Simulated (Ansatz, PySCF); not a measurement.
C4H12GeO (SMILES C[CH2][GeH]([OH])[CH2]C), singlet, geometry from GFN2-xTB. Base run: CASSCF(4,3)/STO-3G (PySCF).

The PySCF input:
```python
from pyscf import gto, scf, mcscf
import numpy

mol = gto.Mole()
mol.atom = '''
    Ge    0.04919415    0.48497318    0.10992973
    O     0.17587688   -0.13019655    1.75878547
    C     1.26103304   -0.72067223   -0.90428112
    C     2.70540971   -0.63210984   -0.43162579
    C    -1.87829832    0.47609092   -0.44864976
    C    -2.46166535   -0.92819636   -0.50766397
    H     0.57114279    1.92704976    0.15726177
    H    -0.37236014    0.28694608    2.41888779
    H     1.20166890   -0.48515032   -1.96801078
    H     0.89577227   -1.74076994   -0.77758184
    H     3.33742830   -1.32194281   -0.98929147
    H     3.09165011    0.37654798   -0.56686808
    H     2.76741058   -0.88000696    0.62503872
    H    -2.44862746    1.08588462    0.25502826
    H    -1.96480130    0.95536737   -1.42249797
    H    -1.94709806   -1.52373355   -1.25927385
    H    -2.35151858   -1.42836854    0.45316139
    H    -3.52076992   -0.90006771   -0.76056555
'''
mol.basis = 'sto-3g'
mol.verbose = 4
mol.build()

mf = scf.RHF(mol)
mf.kernel()
mc = mcscf.CASSCF(mf, 3, 4)
mc.fix_spin_(ss=0.0)
mc.kernel()
occ = numpy.linalg.eigvalsh(mc.fcisolver.make_rdm1(mc.ci, mc.ncas, mc.nelecas))[::-1]
ss = mc.fcisolver.spin_square(mc.ci, mc.ncas, mc.nelecas)[0]
print('natural occupations', occ.round(4), ' <S^2>', round(ss, 4))
```

Programs used: Ansatz (a first-principles code), PySCF; a row that names a program was run with it.

Each row names what was changed in the base input (with any setting that the change needs).

| change | ΔE vs base (mEh) | natural occupations | <S^2> of the state |
|---|---|---|---|
| base | 0.000 | 2.00 1.98 0.02 | 0.00 |
| orbitals = fixed (CASCI); correction = SC-NEVPT2 | -269.4 | 2.00 2.00 0.00 | 0.00 |
| fix_spin_ = off | 0.000 | 2.00 1.98 0.02 | 0.00 |
| active space = 6 electrons, 6 orbitals | -27.808 | 1.98 1.97 1.97 0.03 0.02 0.02 | 0.00 |
| code = ansatz; correction = SC-NEVPT2, all electrons | -271.4 | - | - |
| start = MP2 natural orbitals | 0.000 | 2.00 1.98 0.02 | 0.00 |
| conv_tol = 1e-5 | 0.000 | 2.00 1.98 0.02 | 0.00 |
| orbitals = fixed (CASCI) | 12.206 | 2.00 2.00 0.00 | 0.00 |
| code = ansatz | 0.028 | - | - |
| solver = newton | 0.000 | 2.00 1.98 0.02 | 0.00 |
| active space = 10 electrons, 9 orbitals | -50.101 | 2.00 1.99 1.97 1.97 1.97 0.04 0.02 0.02 0.02 | 0.00 |

Active orbitals are taken around the Fermi level unless the row says otherwise; CASSCF can end in different local minima, and two programs can end on different orbitals. State-averaged rows give the lowest state.
